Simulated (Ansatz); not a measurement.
Reaction (ligand exchange at the Si–S bond): `S[SiH](Cl)Cl` + `N[SiH](F)F` → `F[SiH](F)N[SiH](Cl)Cl` + H₂S

Gas-phase electronic energies from Ansatz, PBE0-D4/def2-TZVP geometries. CCSD(T)/CBS adds triple-zeta CCSD(T) − MP2 to the extrapolated MP2 energy (def2 sets, frozen cores). This one scheme is used for every species. DFT in def2-TZVPP. B3LYP here is the variant with VWN-RPA as its local correlation; programs differ in this. One conformer a species, not always the lowest.

`S[SiH](Cl)Cl`:

```xyz
6

S    -1.042    0.863   -1.067
Si    0.272   -0.339    0.069
Cl    1.516   -1.225   -1.276
Cl    1.355    0.765    1.402
H    -1.681    1.319    0.026
H    -0.420   -1.383    0.846
```

`N[SiH](F)F`:

Z-matrix (Å, degrees):
```
Si
F 1 1.586
F 1 1.591 2 104.6
N 1 1.684 2 108.1 3 122.7
H 1 1.470 2 111.4 3 -115.3
H 4 1.006 1 121.4 2 160.3
H 4 1.007 1 122.6 2 -42.8
```

`F[SiH](F)N[SiH](Cl)Cl`:

```xyz
10

F     0.192   -2.443   -0.016
Si   -0.121   -1.213   -0.962
F    -1.372   -1.608   -1.852
N    -0.611    0.154   -0.063
Si    0.269    1.118    1.036
Cl    0.220    3.079    0.472
Cl    2.185    0.422    1.003
H     1.050   -1.002   -1.819
H    -1.574    0.427   -0.215
H    -0.239    1.065    2.416
```

H₂S:

Z-matrix (Å, degrees):
```
S
H 1 1.341
H 1 1.341 2 92.3
```

(1) Is it downhill or uphill in electronic energy at CCSD(T)/CBS, and by how much? (Estimate.)

(2) What do these levels give: PBE0-D4, ωB97X-V, ωB97M-V, PBE, r2SCAN, B3LYP, HF/def2-TZVPP, MP2/def2-TZVPP, SCS-MP2/def2-TZVPP, MP2/def2-QZVPP, HF/CBS(def2), MP2/CBS(def2)? (An estimate is asked.)

Largest T1 diagnostic among the species: 0.011.

## Answers

(1) Computed: Downhill: ΔE = -12.0 kJ/mol.

(2) Computed: PBE0-D4 -5.3, ωB97X-V -11.7, ωB97M-V -12.3, PBE 2.9, r2SCAN -6.4, B3LYP -6.0, HF/def2-TZVPP -16.7, MP2/def2-TZVPP -12.2, SCS-MP2/def2-TZVPP -14.6, MP2/def2-QZVPP -10.3, HF/CBS(def2) -18.0, MP2/CBS(def2) -8.3 kJ/mol.

The D4 term adds −7.1 kJ/mol with B3LYP and −4.3 kJ/mol with PBE0; it sums over pairs of atoms, weighted by their polarisabilities, and B3LYP, whose exchange is more repulsive, gets the larger term. From PBE to PBE0 (25 % exact exchange), in def2-TZVPP and without D4, ΔE moves by −3.8 kJ/mol.
